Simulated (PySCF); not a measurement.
C5H5F4N.
SMILES with atom numbers: `[H]/[N:1]=[C:2]1/[CH2:3][C:4]([F:5])([F:6])[CH2:7][C:8]1([F:9])[F:10]`

NICS is the negative of the GIAO shielding at a point without a nucleus: at the ring centre (0) and 1 Å above and below it (1); zz is the component along the ring normal. Level: GIAO PBE0/pcSseg-1 (PySCF, non-relativistic, gas phase) on the GFN2-xTB geometry, one conformer.

Ring bond lengths (Å), with Mayer bond orders in brackets: C2–C3 1.496 (0.95), C3–C4 1.528 (0.99), C4–C7 1.534 (0.99), C7–C8 1.525 (0.98), C8–C2 1.542 (0.90).

Task: Give the NICS values of each ring in ppm.

Result: 
| ring | type | NICS(0) | NICS(1), two faces | NICS(1)zz, two faces | rms pucker (Å) | centre to ring atoms, mean (Å) |
| --- | --- | --- | --- | --- | --- | --- |
| C2–C3–C4–C7–C8 | 5-membered carbocycle; formal bonds all single | 0.3 | -1.3 / -2.1 | 1.4 / -0.5 | 0.11 | 1.29 |

Task: What do they say, and how far can they be read as aromaticity?

Result: 
- C2–C3–C4–C7–C8: mean NICS(1)zz 0.4 ppm, near zero. C3, C4, C7, C8 have four or more neighbours; no verdict on aromaticity is drawn.

Task: What field does 9.4 T along the ring normal induce along that normal at the second NICS(1) probe listed for ring C2–C3–C4–C7–C8, 1 Å off the ring?

Result: NICSzz × B0 = -0.5 ppm × 9.4 T = -5 μT, against the applied field.

Task: Give the inner angles of the rings and the Hirshfeld charges of the ring atoms.

Result: 
- C2–C3–C4–C7–C8: C2 107.8° (+0.074 e), C3 105.3° (-0.092 e), C4 107.8° (+0.192 e), C7 106.1° (-0.105 e), C8 107.0° (+0.182 e); sum 534.0° against 540° for a flat convex ring.
